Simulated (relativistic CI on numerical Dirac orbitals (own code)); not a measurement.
## The 4d ions of charge 2+

Method of calculation: Dirac-Coulomb-Breit CI, orbitals from a KLI potential per configuration, QED by a radiative potential, unscaled Slater integrals (own radial code, finite nucleus).

Each species is treated in one configuration, given outside its closed core, with all valence electrons in the open shell. Radial values are for the open shell of highest l, unscaled and averaged over j; ζ includes the Breit term. Labels give the leading LS character, summed over repeated terms.

```
 Ion  Configuration  Its lowest level  LS weight (%)  ⟨r⟩ (bohr)  ⟨r²⟩ (bohr²)  F² (cm⁻¹)  F⁴ (cm⁻¹)    g_J  g√(J(J+1))
Zr2+            4d²               ³F2            100       2.006         4.769      49720      32280  0.667        1.63
Nb2+            4d³             ⁴F3/2            100       1.851         4.066      53850      35000  0.400        0.77
Mo2+            4d⁴               ⁵D0             99       1.723         3.525      57820      37630               0.00
Tc2+            4d⁵             ⁶S5/2            100       1.615         3.098      61680      40180  2.000        5.92
Ru2+            4d⁶               ⁵D4             99       1.521         2.752      65420      42660  1.498        6.70
Rh2+            4d⁷                 ?              ?           ?             ?          ?          ?      ?           ?
Pd2+            4d⁸               ³F4            100       1.368         2.228      72670      47450  1.249        5.59
Ag2+            4d⁹             ²D5/2            100       1.304         2.026                        1.200        3.55
```

Task: Fill in the row of Rh2+.

Result: Its lowest level ⁴F9/2; LS weight (%) 98; ⟨r⟩ (bohr) 1.44; ⟨r²⟩ (bohr²) 2.467; F² (cm⁻¹) 69080; F⁴ (cm⁻¹) 45080; g_J 1.330; g√(J(J+1)) 6.62.
